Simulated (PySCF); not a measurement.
Computed spin Hamiltonian

Compound: C8H9 (doublet state).
Z-matrix (Å and degrees, GFN2-xTB geometry), rows numbered from 1:
```
C 
C   1  1.3059
C   2  1.5081  1  124.02
C   2  1.4442  1  121.64  3  -179.46
C   4  1.3044  2  150.49  1   173.99
C   4  1.5084  2  144.77  1    -3.08
C   6  1.4698  4  120.01  5  -106.10
C   7  1.3237  6  124.28  4  -150.50
H   1  1.0646  2  137.79  3  -179.90
H   3  1.0888  2  109.86  1   117.22
H   3  1.0859  2  110.45  1    -3.34
H   3  1.0882  2  109.79  1  -124.00
H   5  1.0616  4  152.01  6   178.78
H   6  1.0885  4  118.62  5   104.96
H   7  1.0833  6  115.22  4    29.10
H   8  1.0777  7  121.48  6    -0.43
H   8  1.0761  7  122.16  6   179.60
```

The hyperfine couplings belong to this conformer and change with its torsions.

The species is `C1([C@H](C=1)C=C)/C(=[C]\[H])C` [radical].

The calculation used PySCF 2.14.0, UKS B3LYP, pcH-1 on C H, non-relativistic, mean-field spin-orbit, GIAO. One conformer (not necessarily the lowest) at the GFN2-xTB geometry, without solvent, vibrations or thermal averaging. Couplings are sensitive to structure, and on GFN2-xTB geometries they can be far from those on DFT ones. The SCF solution wasn't tested for stability.

* g1, g2, g3: 2.00197, 2.00217, 2.00265
* g_iso: 2.00226
* Form of g: rhombic: the two nearest values differ by 30 % of g3 − g1
* ⟨S²⟩: 0.7641 (exact 0.7500)
* α and β electrons: 29, 28

Isotropic coupling and dipolar principal values T1 to T3, in MHz:

```
atom  isotope  a_iso     T1     T2     T3  Mulliken spin population
  C1      13C  327.9  -85.4  -57.9  143.3                      1.08
  C2      13C   -0.5  -20.2    3.3   16.9                     -0.16
  C3      13C   49.1   -4.7   -4.1    8.8                      0.04
  C4      13C   99.6   -6.9   -0.1    7.1                      0.08
  C5      13C    7.6  -11.1    2.9    8.2                     -0.05
  C6      13C   -0.1   -0.4   -0.1    0.4                      0.00
  C7      13C   -1.0   -0.3   -0.3    0.6                      0.00
  C8      13C    0.3   -0.3   -0.2    0.4                      0.00
  H9       1H   44.0  -33.0   -8.9   42.0                      0.01
 H10       1H   -8.1   -3.1   -2.0    5.1                      0.00
 H11       1H   -2.9   -6.3   -2.7    9.0                      0.00
 H12       1H   -6.5   -3.0   -2.0    5.0                      0.00
 H13       1H    3.6   -1.4   -0.6    2.0                      0.00
 H14       1H   -1.6   -1.5   -1.3    2.8                      0.00
 H15       1H    0.1   -1.3   -1.1    2.3                      0.00
 H16       1H    0.0   -0.6   -0.5    1.1                      0.00
 H17       1H    0.0   -0.5   -0.4    0.9                      0.00
```

The largest Mulliken spin populations are on C1 (+1.08), C2 (-0.16) and C4 (+0.08). No atom but C1 exceeds +0.15.

Axes: g1 points within 3° of the C1–H9 bond and g2 points within 11° of the C2–C4 bond.

Under fast tumbling the dipolar parts average out, and these isotropic splittings remain: 1 × 1H (H9, I = 1/2, 2 lines) with 1.57 mT, 3 × 1H (H10/H11/H12, I = 1/2, 4 lines) with 0.21 mT, 1 × 1H (H13, I = 1/2, 2 lines) with 0.13 mT and 1 × 1H (H14, I = 1/2, 2 lines) with 0.06 mT.

Class means assume fast exchange of nuclei equivalent by connectivity; if that motion is slow, each nucleus keeps its own coupling. The three 1H nuclei of mean -5.8 MHz run from -8.1 to -2.9 MHz in the frozen geometry.

The 13C coupling of C1 (327.9 MHz) shows only in satellite lines or after enrichment, since that isotope makes up about 1.07 % of natural carbon.

The run took 69 s (with the writing of density and orbital grids) on one thread of an Intel Xeon Platinum 8488C, no GPU, on a shared host, and the process peaked at 0.97 GiB of memory.
